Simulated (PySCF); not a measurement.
C3H5ClOSi. Atoms are numbered in the order given.

```xyz
11

Cl     1.8799    -0.0296    -0.9420
Si     0.4759    -0.0793     0.5821
C     -0.8854    -1.3546     0.2864
C     -2.0428    -0.4320    -0.0478
C     -1.7893     0.8799     0.0812
O     -0.5373     1.2813     0.4881
H      1.2122    -0.0730     1.8633
H     -1.0845    -1.9669     1.1847
H     -0.6431    -2.0535    -0.5312
H     -3.0165    -0.8041    -0.3716
H     -2.4865     1.6997    -0.1050
```

The structure is a stationary point at B3LYP-D3(BJ)/def2-SVP. The structure was generated by enumeration; whether it is a known compound was not checked. The values are those of a single conformer.

Method: B3LYP-D3(BJ)/def2-SVP (PySCF 2.14.0).

Frequencies are harmonic and unscaled.

```
mode  ν (cm⁻¹)  IR (km/mol)    moving atoms (share of kinetic energy)
----  --------  -----------  ----------------------------------------
1           86          0.1   C 39 %, Cl 24 %, H 17 %, O 12 %, Si 9 %
2          183          1.3  C 28 %, Cl 23 %, Si 18 %, H 18 %, O 13 %
3          254          4.2  O 29 %, Cl 24 %, H 21 %, C 15 %, Si 11 %
4          434          2.3            C 40 %, H 34 %, O 11 %, Cl 9 %
5          473         42.3           Si 37 %, C 28 %, O 16 %, H 12 %
6          557         73.0          Si 37 %, Cl 27 %, C 16 %, O 12 %
7          660          8.1                   H 46 %, C 36 %, Si 14 %
8          700         22.0                   H 47 %, C 31 %, Si 17 %
9          733         33.4                            H 72 %, C 18 %
10         763         22.1                            H 76 %, C 19 %
11         775         77.7           O 42 %, Si 31 %, C 15 %, H 11 %
12         863         55.4           C 40 %, H 35 %, O 16 %, Si 10 %
13         875        163.2                   H 70 %, C 16 %, Si 10 %
14         940          3.1                            H 72 %, C 28 %
15         953         15.4                            C 55 %, H 44 %
16        1055        130.1                    H 44 %, C 29 %, O 27 %
17        1103         18.2                            H 87 %, C 13 %
18        1186          2.1                            C 48 %, H 47 %
19        1207        104.8                    H 65 %, C 20 %, O 15 %
20        1356          3.4                            H 66 %, C 33 %
21        1407          5.0                             H 91 %, C 9 %
22        1678         71.9                             C 90 %, H 9 %
23        2290        109.6                                    H 97 %
24        3030         10.2                                    H 94 %
25        3084          3.0                             H 91 %, C 9 %
26        3198          0.1                                    H 92 %
27        3220         12.5                            H 90 %, C 10 %
```
